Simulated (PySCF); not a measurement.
PySCF input for B(F)(H)(SiH3) (BFH₄Si), SMILES FB[SiH3], IEF-PCM-M06-2X/def2-SVP. The structure is a stationary point at B3LYP-D3(BJ)/def2-TZVP.

```python
import numpy as np
from pyscf import gto, scf, dft
from pyscf.solvent import pcm

mol = gto.M(
    atom='''
    B    -0.54871921    0.78868058    0.00000000
    F     0.33113306    1.78115919   -0.00000000
    H    -1.70342996    1.11085440    0.00000000
    Si    0.06492624   -1.15157414   -0.00000000
    H    -0.49095925   -1.83086341    1.19887666
    H    -0.49095926   -1.83086341   -1.19887666
    H     1.53977963   -1.30092518    0.00000000
    ''',
    basis='def2-SVP',
    charge=0,
    spin=0,
    max_memory=1600,
    verbose=3,
)
mf = dft.RKS(mol, xc='m06-2x').density_fit(auxbasis='def2-universal-jkfit')
mf.grids.level = 4
mf.conv_tol = 1e-9
mf.max_cycle = 100
mf.kernel()
res = {}
for name, eps in {'water': 78.355, 'ethylethanoate': 5.9867, 'N,N-dimethylformamide': 37.219}.items():
    s = mf.PCM()
    s.with_solvent.method, s.with_solvent.eps, s.with_solvent.lebedev_order = 'IEF-PCM', eps, 29
    s.kernel(mf.make_rdm1())
    res[name] = (s.e_tot, eps, s.dip_moment(), s.mo_energy, s.converged)
    print(f'{name}: electrostatic solvation free energy {(s.e_tot - mf.e_tot) * 627.509474:.3f} kcal/mol')
```

Output:

```
converged SCF energy = -416.348876184957

WARN: PCM is an experimental feature. It is still in testing.
Features and APIs may be changed in the future.

converged SCF energy = -416.350452157906
Dipole moment(X, Y, Z, Debye): -0.58519, -0.22515,  0.00000
water: electrostatic solvation free energy -0.989 kcal/mol

WARN: PCM is an experimental feature. It is still in testing.
Features and APIs may be changed in the future.

converged SCF energy = -416.35008347812
Dipole moment(X, Y, Z, Debye): -0.55615, -0.22652,  0.00000
ethylethanoate: electrostatic solvation free energy -0.758 kcal/mol

WARN: PCM is an experimental feature. It is still in testing.
Features and APIs may be changed in the future.

converged SCF energy = -416.350415285633
Dipole moment(X, Y, Z, Debye): -0.58221, -0.22538,  0.00000
N,N-dimethylformamide: electrostatic solvation free energy -0.966 kcal/mol
```

Self-consistency was reached.

Cost: very roughly 40 core-seconds.
